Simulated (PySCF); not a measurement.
ClSe (SMILES Cl[Se+]), charge +1, singlet, at a GFN2-xTB geometry; CASSCF(4,3)/6-31G* (PySCF).

PySCF was given this input:
```python
from pyscf import gto, scf, mcscf
import numpy

mol = gto.Mole()
mol.atom = '''
    Se   -0.000000   -0.000000   -0.679303
    Cl    0.000000    0.000000    1.358606
'''
mol.basis = '6-31g*'
mol.charge = 1
mol.spin = 0
mol.verbose = 4
mol.build()

mf = scf.RHF(mol)
mf.kernel()
mc = mcscf.CASSCF(mf, 3, 4)
mc.kernel()
occ = numpy.linalg.eigvalsh(mc.fcisolver.make_rdm1(mc.ci, mc.ncas, mc.nelecas))[::-1]
ss = mc.fcisolver.spin_square(mc.ci, mc.ncas, mc.nelecas)[0]
print('natural occupations', occ.round(4), ' <S^2>', round(ss, 4))
```

It wrote (shortened):

```
PySCF version 2.14.0

[INPUT] verbose = 4
[INPUT] num. atoms = 2
[INPUT] num. electrons = 50
[INPUT] charge = 1
[INPUT] spin (= nelec alpha-beta = 2S) = 0
[INPUT] symmetry False subgroup None
[INPUT] Mole.unit = angstrom
[INPUT] Symbol           X                Y                Z      unit          X                Y                Z       unit  Magmom
[INPUT]  1 Se     0.000000000000   0.000000000000  -0.679303000000 AA    0.000000000000   0.000000000000  -1.283696625595 Bohr   0.0
[INPUT]  2 Cl     0.000000000000   0.000000000000   1.358606000000 AA    0.000000000000   0.000000000000   2.567393251191 Bohr   0.0

nuclear repulsion = 150.087382661228
number of shells = 20
number of NR pGTOs = 146
number of NR cGTOs = 50
basis = 6-31g*
ecp = {}

******** <class 'pyscf.scf.hf.RHF'> ********
method = RHF
initial guess = minao
damping factor = 0
level_shift factor = 0
DIIS = <class 'pyscf.scf.diis.CDIIS'>
diis_start_cycle = 1
diis_space = 8
diis_damp = 0
SCF conv_tol = 1e-09
SCF conv_tol_grad = None
SCF max_cycles = 50
direct_scf = True
direct_scf_tol = 1e-13
Set gradient conv threshold to 3.16228e-05
Initial guess from minao.
init E= -2858.225983475

WARN: HOMO -0.239611933645136 == LUMO -0.239611933645122

cycle= 1 E= -2858.56010233814  delta_E= -0.334  |g|= 0.387  |ddm|=    2
  HOMO = -0.690126461736962  LUMO = -0.418284913947697  gap/eV = 7.39719
cycle= 2 E= -2858.60963439044  delta_E= -0.0495  |g|= 0.189  |ddm|= 0.852
  HOMO = -0.646049441415052  LUMO = -0.361318032867105  gap/eV = 7.74794
cycle= 3 E= -2858.61617046555  delta_E= -0.00654  |g|= 0.0395  |ddm|= 0.185
  HOMO = -0.639848128756775  LUMO = -0.351729933203938  gap/eV = 7.84010
cycle= 4 E= -2858.6166599508  delta_E= -0.000489  |g|= 0.0115  |ddm|= 0.0609
  HOMO = -0.639823812877052  LUMO = -0.349962241324497  gap/eV = 7.88754
cycle= 5 E= -2858.61679593318  delta_E= -0.000136  |g|= 0.0063  |ddm|= 0.0289
  HOMO = -0.640504035856221  LUMO = -0.350357784633582  gap/eV = 7.89528
cycle= 6 E= -2858.61684516386  delta_E= -4.92e-05  |g|= 0.00267  |ddm|= 0.0202
  HOMO = -0.640567504758304  LUMO = -0.350298019575218  gap/eV = 7.89864
cycle= 7 E= -2858.61686073487  delta_E= -1.56e-05  |g|= 0.00103  |ddm|= 0.0141
  HOMO = -0.640531362006509  LUMO = -0.350263833171324  gap/eV = 7.89858
cycle= 8 E= -2858.61686222741  delta_E= -1.49e-06  |g|= 0.000117  |ddm|= 0.0055
  HOMO = -0.640519269156933  LUMO = -0.350258802769093  gap/eV = 7.89839
cycle= 9 E= -2858.61686223568  delta_E= -8.28e-09  |g|= 1.53e-05  |ddm|= 0.000314
  HOMO = -0.640517728052591  LUMO = -0.350255811372739  gap/eV = 7.89843
cycle= 10 E= -2858.61686223583  delta_E= -1.49e-10  |g|= 2.92e-06  |ddm|= 3.76e-05
  HOMO = -0.640517768073963  LUMO = -0.350255802128571  gap/eV = 7.89843
Extra cycle  E= -2858.61686223584  delta_E= -2.27e-12  |g|= 1.1e-06  |ddm|= 6.02e-06
converged SCF energy = -2858.61686223584

******** <class 'pyscf.mcscf.mc1step.CASSCF'> ********
CAS (2e+2e, 3o), ncore = 23, nvir = 24
max_cycle_macro = 50
max_cycle_micro = 4
conv_tol = 1e-07
conv_tol_grad = None
orbital rotation max_stepsize = 0.02
orbital rotation threshold for CI restart = 0.01
augmented hessian ah_max_cycle = 30
augmented hessian ah_conv_tol = 1e-12
augmented hessian ah_linear dependence = 1e-14
augmented hessian ah_level shift = 1e-08
augmented hessian ah_start_tol = 2.5
augmented hessian ah_start_cycle = 3
augmented hessian ah_grad_trust_region = 3
kf_trust_region = 3
kf_interval = 4
ci_response_space = 4
ci_grad_trust_region = 3
with_dep4 0
natorb = False
canonicalization = True
sorting_mo_energy = False
ao2mo_level = 2
internal_rotation = False
******** <class 'pyscf.fci.direct_spin1.FCISolver'> ********
max. cycles = 50
conv_tol = 1e-08
davidson only = False
linear dependence = 1e-12
level shift = 0.001
max iter space = 12
nroots = 1
pspace_size = 400
spin = None
CASCI E = -2858.66373095214  S^2 = 2.0000000
Set conv_tol_grad to 0.000316228
macro iter   1 ( 21 JK    4 micro), CASSCF E = -2858.68067095108  dE = -1.69399989e-02  S^2 = 2.0000000
               |grad[o]|=0.103  |grad[c]|=0.021  |ddm|=0.00589  |maxRot[o]|=0.198
macro iter   2 ( 10 JK    3 micro), CASSCF E = -2858.68120964998  dE = -5.38698901e-04  S^2 = 2.0000000
               |grad[o]|=0.0256  |grad[c]|=0.00604  |ddm|=0.00445  |maxRot[o]|=0.109
macro iter   3 (  6 JK    2 micro), CASSCF E = -2858.68122796359  dE = -1.83136103e-05  S^2 = 2.0000000
               |grad[o]|=0.00603  |grad[c]|=0.000715  |ddm|=0.00104  |maxRot[o]|= 0.05
macro iter   4 (  9 JK    3 micro), CASSCF E = -2858.68122723646  dE =  7.27129191e-07  S^2 = 2.0000000
               |grad[o]|=0.0025  |grad[c]|=0.00565  |ddm|=0.00215  |maxRot[o]|=0.0867
macro iter   5 ( 21 JK    4 micro), CASSCF E = -2858.68123107151  dE = -3.83504766e-06  S^2 = 2.0000000
               |grad[o]|=0.00268  |grad[c]|=0.000884  |ddm|=0.000408  |maxRot[o]|=0.0484
macro iter   6 (  7 JK    2 micro), CASSCF E = -2858.68123131326  dE = -2.41751877e-07  S^2 = 2.0000000
               |grad[o]|=0.000788  |grad[c]|=0.00276  |ddm|=0.000401  |maxRot[o]|=0.0383
macro iter   7 (  5 JK    2 micro), CASSCF E = -2858.68123139259  dE = -7.93233994e-08  S^2 = 2.0000000
               |grad[o]|=0.00056  |grad[c]|=0.000777  |ddm|=0.000221  |maxRot[o]|=0.0222
macro iter   8 (  7 JK    2 micro), CASSCF E = -2858.68123145240  dE = -5.98188308e-08  S^2 = 2.0000000
               |grad[o]|=0.00049  |grad[c]|=0.000335  |ddm|=0.000192  |maxRot[o]|=0.0155
macro iter   9 ( 13 JK    2 micro), CASSCF E = -2858.68123147831  dE = -2.59083208e-08  S^2 = 2.0000000
               |grad[o]|=0.000433  |grad[c]|=1e-05  |ddm|=7.9e-05  |maxRot[o]|=2.95e-05
macro iter  10 ( 30 JK    4 micro), CASSCF E = -2858.68123151576  dE = -3.74484443e-08  S^2 = 2.0000000
               |grad[o]|=0.0004  |grad[c]|=1.59e-05  |ddm|=0.000127  |maxRot[o]|=0.00599
macro iter  11 ( 33 JK    4 micro), CASSCF E = -2858.68123154022  dE = -2.44635885e-08  S^2 = 2.0000000
               |grad[o]|=0.000344  |grad[c]|=1.84e-06  |ddm|=9.45e-05  |maxRot[o]|=0.00192
macro iter  12 ( 11 JK    1 micro), CASSCF E = -2858.68123156448  dE = -2.42566784e-08  S^2 = 2.0000000
               |grad[o]|=0.000307  |grad[c]|=8.43e-05  |ddm|=0.000106  |maxRot[o]|=0.000127
1-step CASSCF converged in  12 macro (173 JK  33 micro) steps
CASSCF canonicalization
Density matrix diagonal elements [1.99117602 1.         1.00882398]
CASSCF energy = -2858.68123156448
CASCI E = -2858.68123156448  E(CI) = -6.99325238022129  S^2 = 2.0000000
natural occupations [2. 1. 1.]  <S^2> 2.0
```
